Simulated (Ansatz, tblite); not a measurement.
Cost and result up the ladder for B₂As (3 atoms). Total charge 0; doublet. Geometry: PBE-D4/def2-TZVP.

| atom | x (Å) | y (Å) | z (Å) |
| --- | --- | --- | --- |
| B1 | 1.043 | -0.207 | -0.150 |
| B2 | 0.007 | 0.721 | 0.509 |
| As3 | -1.050 | -0.515 | -0.359 |

Ansatz on 4 threads of Arm Neoverse V1 on a shared host; xTB runs through tblite on one thread. Times are rough, summed over both states, and most runs start from the orbitals of an earlier one. No level here is sound enough to serve as a yardstick. The other state is a singlet.

The xTB rows come from tblite. Correlated methods freeze 11 core orbitals; core or outer-core shells of As are correlated, in sets that lack core-valence functions. In CCSD on the charge 0 doublet the largest single amplitude is 0.17, so its Hartree–Fock determinant may place the open shell otherwise than the density functionals do. The structure comes from a short search, and lower isomers may exist.

Run but left out: HF/def2-TZVPP, MP2/def2-TZVPP (doublet: ⟨S²⟩ 1.25, where a pure state has 0.75).

Correlated methods converge slowly with the basis.

Raw xTB energies of ions are shifted by several eV, and xTB has no spin-polarisation term.

```json
{"level": "GFN2-xTB", "functions": "17", "wall time": "0.004 s"}
{"level": "GFN1-xTB", "functions": "17", "wall time": "0.005 s"}
{"level": "PBE-D4/def2-TZVP", "functions": "110", "wall time": "1.6 s"}
{"level": "PBE0-D4/def2-TZVP (with forces)", "functions": "110", "wall time": "4.1 s"}
{"level": "r2SCAN-D4/def2-TZVP", "functions": "110", "wall time": "6.1 s"}
{"level": "CCSD(T)/def2-TZVPP", "functions": "110", "wall time": "8.2 s"}
```

Q: Estimate what each level gives for the vertical IE (eV).

A: 
```json
{"level": "GFN2-xTB", "vertical IE (eV)": "11.29", "remarks": "–"}
{"level": "GFN1-xTB", "vertical IE (eV)": "13.20", "remarks": "–"}
{"level": "PBE-D4/def2-TZVP", "vertical IE (eV)": "8.97", "remarks": "restricted SCF unstable in HF (+1 singlet)"}
{"level": "PBE0-D4/def2-TZVP (with forces)", "vertical IE (eV)": "9.17", "remarks": "restricted SCF unstable in HF (+1 singlet)"}
{"level": "r2SCAN-D4/def2-TZVP", "vertical IE (eV)": "9.24", "remarks": "restricted SCF unstable in HF (+1 singlet)"}
{"level": "CCSD(T)/def2-TZVPP", "vertical IE (eV)": "8.85", "remarks": "large T1 (0.044) (+1 singlet), large T1 (0.056) (doublet), restricted SCF unstable (+1 singlet), spin-contaminated (⟨S²⟩ 1.25) (doublet)"}
```
